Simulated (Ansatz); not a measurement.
Gas-phase electronic energies from Ansatz, PBE0-D4/def2-TZVP geometries. CBS: MP2 limit from def2 TZ/QZ plus the TZ coupled-cluster correction, frozen cores. Double bonds are as drawn, so ΔE can hold a change between cis and trans. DFT in def2-TZVPP. B3LYP here is the variant with VWN-RPA as its local correlation; programs differ in this. HSE06 is defined as in plane-wave codes. Each species was taken in one conformer, which may not be the lowest.

Consider the redistribution: `B/N=C\Cl` + `CN([SiH3])[SiH2]Cl` → `BN(C)[SiH2]Cl` + `[SiH3]/N=C/Cl`.

| level | ΔE (kcal/mol) | difference from CCSD(T)/CBS |
| --- | --- | --- |
| LDA (SPW92) | 0.3 | 4.1 |
| PBE-D4 | -0.6 | 3.2 |
| revPBE-D4 | -0.9 | 2.9 |
| BLYP-D4 | -0.7 | 3.1 |
| r2SCAN-D4 | -1.4 | 2.4 |
| B97M-V | -1.9 | 1.9 |
| PBE0-D4 | -1.6 | 2.2 |
| B3LYP-D4 | -1.4 | 2.4 |
| r2SCANh-D4 | -1.7 | 2.1 |
| r2SCAN0-D4 | -2.2 | 1.6 |
| HSE06-D4 | -1.6 | 2.2 |
| BHLYP-D4 | -2.5 | 1.3 |
| CAM-B3LYP-D4 | -2.2 | 1.6 |
| ωB97X-V | -3.4 | 0.4 |
| ωB97M-V | -3.2 | 0.6 |
| B2PLYP | -3.1 | 0.7 |
| PBE-QIDH | -3.4 | 0.4 |
| PBE | -1.0 | 2.8 |
| revPBE | -1.3 | 2.5 |
| r2SCAN | -1.5 | 2.3 |
| PBE0 | -2.0 | 1.8 |
| B3LYP | -2.1 | 1.7 |
| r2SCAN0 | -2.3 | 1.5 |
| HSE06 | -2.0 | 1.8 |
| BHLYP | -3.3 | 0.5 |
| LC-ωPBE | -2.6 | 1.2 |
| HF/def2-SVP | -3.6 | 0.2 |
| MP2/def2-SVP | -3.1 | 0.7 |
| CCSD/def2-SVP | -2.8 | 1.0 |
| CCSD(T)/def2-SVP | -2.8 | 1.0 |
| HF/def2-TZVPP | -5.5 | -1.7 |
| MP2/def2-TZVPP | -4.2 | -0.4 |
| SCS-MP2/def2-TZVPP | -4.5 | -0.7 |
| CCSD/def2-TZVPP | -4.1 | -0.3 |
| CCSD(T)/def2-TZVPP | -4.0 | -0.2 |
| MP2/def2-QZVPP | -4.0 | -0.2 |
| SCS-MP2/def2-QZVPP | -4.3 | -0.5 |
| HF/CBS(def2) | -5.5 | -1.7 |
| MP2/CBS(def2) | -3.9 | -0.1 |
| CCSD/CBS(def2) | -3.9 | -0.1 |
| CCSD(T)/CBS | -3.8 | 0 |

Largest T1 diagnostic among the species: 0.014.

At CCSD(T), def2-SVP lies +1.0 kcal/mol from the extrapolated value and def2-TZVPP −0.2 kcal/mol. Leaving LDA and LC-ωPBE aside and taking each functional with its dispersion term where it has one, the values spread over 2.8 kcal/mol, from PBE-QIDH to PBE-D4. LDA lies +1.3 kcal/mol from PBE without D4.
